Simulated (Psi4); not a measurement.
C₃H₅, doublet, at a GFN2-xTB geometry; MP2/def2-SVPD (Psi4).

Psi4 was given this input:
```
memory 2 GB

molecule mol {
0 2
  C    -0.010119    0.884815   -0.037771
  C     0.763151   -0.350676    0.056893
  C    -0.755227   -0.368292    0.051022
  H    -0.016347    1.664921   -0.767964
  H     1.314627   -0.706453   -0.807718
  H     1.252008   -0.593943    0.991133
  H    -1.245517   -0.622918    0.981477
  H    -1.291599   -0.736689   -0.817794
}

set basis def2-svpd
set reference uhf

energy('mp2')
print_variables()
```

What the program printed (banner, timings and long lists left out):

```
    SCF Algorithm Type (re)set to DF.

   => Loading Basis Set <=

    Name: DEF2-SVPD
    Role: ORBITAL
    Keyword: BASIS

         ---------------------------------------------------------
                                   SCF
               by Justin Turney, Rob Parrish, Andy Simmonett
                          and Daniel G. A. Smith
                              UHF Reference
         ---------------------------------------------------------

  ==> Geometry <==

    Molecular point group: c1
    Full point group: C1

    Geometry (in Angstrom), charge = 0, multiplicity = 2:

       Center              X                  Y                   Z               Mass
    ------------   -----------------  -----------------  -----------------  -----------------
         C           -0.009800646998     0.860757580467    -0.047945893065    12.000000000000
         C            0.763469353002    -0.374733419533     0.046718106935    12.000000000000
         C           -0.754908646998    -0.392349419533     0.040847106935    12.000000000000
         H           -0.016028646998     1.640863580467    -0.778138893065     1.007825032230
         H            1.314945353002    -0.730510419533    -0.817892893065     1.007825032230
         H            1.252326353002    -0.618000419533     0.980958106935     1.007825032230
         H           -1.245198646998    -0.646975419533     0.971302106935     1.007825032230
         H           -1.291280646998    -0.760746419533    -0.827968893065     1.007825032230

  Running in c1 symmetry.

  Rotational constants: A =      0.80147  B =      0.70199  C =      0.44570 [cm^-1]
  Rotational constants: A =  24027.45406  B =  21045.21900  C =  13361.61147 [MHz]
  Nuclear repulsion =   69.547647226981141

  Charge       = 0
  Multiplicity = 2
  Electrons    = 23
  Nalpha       = 12
  Nbeta        = 11

  ==> Algorithm <==

  SCF Algorithm Type is DF.
  DIIS enabled.
  MOM disabled.
  Fractional occupation disabled.
  Guess Type is SAD.
  Energy threshold   = 1.00e-08
  Density threshold  = 1.00e-08
  Integral threshold = 1.00e-12

  ==> Primary Basis <==

  Basis Set: DEF2-SVPD
    Blend: DEF2-SVPD
    Number of shells: 44
    Number of basis functions: 100
    Number of Cartesian functions: 106
    Spherical Harmonics?: true
    Max angular momentum: 2

   => Loading Basis Set <=

    Name: (DEF2-SVPD AUX)
    Role: JKFIT
    Keyword: DF_BASIS_SCF

  ==> Integral Setup <==

  SCF_SUBTYPE=INCORE selected. In-core MEM_DF algorithm will be used.
  Using in-core AOs.

  ==> MemDFJK: Density-Fitted J/K Matrices <==

    J tasked:                   Yes
    K tasked:                   Yes
    wK tasked:                   No
    Algorithm:                 Core
    Schwarz Cutoff:           1E-12
    Mask sparsity (%):       0.0000
    Fitting Condition:        1E-10

   => Auxiliary Basis Set <=

  Basis Set: (DEF2-SVPD AUX)
    Blend: DEF2-UNIVERSAL-JKFIT
    Number of shells: 105
    Number of basis functions: 315
    Number of Cartesian functions: 367
    Spherical Harmonics?: true
    Max angular momentum: 4

  Minimum eigenvalue in the overlap matrix is 1.7990938770E-04.
  Reciprocal condition number of the overlap matrix is 1.8159841622E-05.
    Using symmetric orthogonalization.

  ==> Pre-Iterations <==

  SCF Guess: Superposition of Atomic Densities via on-the-fly atomic UHF (no occupation information).

   -------------------------
    Irrep   Nso     Nmo
   -------------------------
     A        100     100
   -------------------------
    Total     100     100
   -------------------------

  ==> Iterations <==

                           Total Energy        Delta E     RMS |[F,P]|

   @DF-UHF iter SAD:  -115.94422367895892   -1.15944e+02   0.00000e+00
   @DF-UHF iter   1:  -116.25724902007596   -3.13025e-01   3.22223e-03 ADIIS/DIIS
   @DF-UHF iter   2:  -116.32210443880768   -6.48554e-02   1.41119e-03 ADIIS/DIIS
   @DF-UHF iter   3:  -116.33411922086273   -1.20148e-02   3.93187e-04 ADIIS/DIIS
[...]

    Alpha Occupied:

[...]
    Alpha Virtual:

[...]
     100A      3.626814

    Beta Occupied:

[...]
    Beta Virtual:

[...]
    Final Occupation by Irrep:
              A
    DOCC [    11 ]
    SOCC [     1 ]
    NA   [    12 ]
    NB   [    11 ]

  @DF-UHF Final Energy:  -116.33642509716017

   => Energetics <=

    Nuclear Repulsion Energy =             69.5476472269811410
    One-Electron Energy =                -293.1380628084949080
    Two-Electron Energy =                 107.2539904843535794
    Total Energy =                       -116.3364250971601734

  UHF NO Occupations:
  HONO-2 :   10  A 1.9982450
  HONO-1 :   11  A 1.9975236
  HONO-0 :   12  A 1.0000000
  LUNO+0 :   13  A 0.0024764
  LUNO+1 :   14  A 0.0017550
  LUNO+2 :   15  A 0.0006382
  LUNO+3 :   16  A 0.0004802

Computation Completed

Properties will be evaluated at   0.000000,   0.000000,   0.000000 [a0]

Properties computed using the SCF density matrix

 Multipole Moments:

 ------------------------------------------------------------------------------------
     Multipole            Electronic (a.u.)      Nuclear  (a.u.)        Total (a.u.)
 ------------------------------------------------------------------------------------

 L = 1.  Multiply by 2.5417464519 to convert [e a0] to [Debye]
 Dipole X            :         -0.0117775            0.0138406            0.0020631
 Dipole Y            :          0.9252351           -1.0456245           -0.1203894
 Dipole Z            :          0.2699044           -0.4422423           -0.1723379
 Magnitude           :                                                    0.2102337

 ------------------------------------------------------------------------------------

  //>>>>>>>>>>>>>>>>>>>>>>>>>>>>>>>>>>>//
  //               DFMP2               //
  //<<<<<<<<<<<<<<<<<<<<<<<<<<<<<<<<<<<//

   => Loading Basis Set <=

    Name: (DEF2-SVPD AUX)
    Role: RIFIT
    Keyword: DF_BASIS_MP2

	 --------------------------------------------------------
	                          DF-MP2
	      2nd-Order Density-Fitted Moller-Plesset Theory

	        Rob Parrish, Justin Turney, Andy Simmonett,
	           Ed Hohenstein, and C. David Sherrill
	 --------------------------------------------------------

	 --------------------------------------------------------
	                 NBF =   100, NAUX =   307
	 --------------------------------------------------------
	   CLASS    FOCC     OCC    AOCC    AVIR     VIR    FVIR
	   ALPHA       0      12      12      88      88       0
	    BETA       0      11      11      89      89       0
	 --------------------------------------------------------

	-----------------------------------------------------------
	 ==================> DF-MP2 Energies <====================
	-----------------------------------------------------------
	 Reference Energy          =    -116.3364250971601734 [Eh]
	 Singles Energy            =      -0.0000000000000000 [Eh]
	 Same-Spin Energy          =      -0.0986373236260726 [Eh]
	 Opposite-Spin Energy      =      -0.3155339406661002 [Eh]
	 Correlation Energy        =      -0.4141712642921728 [Eh]
	 Total Energy              =    -116.7505963614523523 [Eh]
	-----------------------------------------------------------
	 ================> DF-SCS-MP2 Energies <==================
	-----------------------------------------------------------
	 SCS Same-Spin Scale       =       0.3333333333333333 [-]
	 SCS Opposite-Spin Scale   =       1.2000000000000000 [-]
	 SCS Same-Spin Energy      =      -0.0328791078753575 [Eh]
	 SCS Opposite-Spin Energy  =      -0.3786407287993203 [Eh]
	 SCS Correlation Energy    =      -0.4115198366746778 [Eh]
	 SCS Total Energy          =    -116.7479449338348445 [Eh]
	-----------------------------------------------------------

  Variable Map:
  ----------------------------------------------------------------------------
[...]
  Array Variable Map:
  ----------------------------------------------------------------------------
[...]
[...]
```
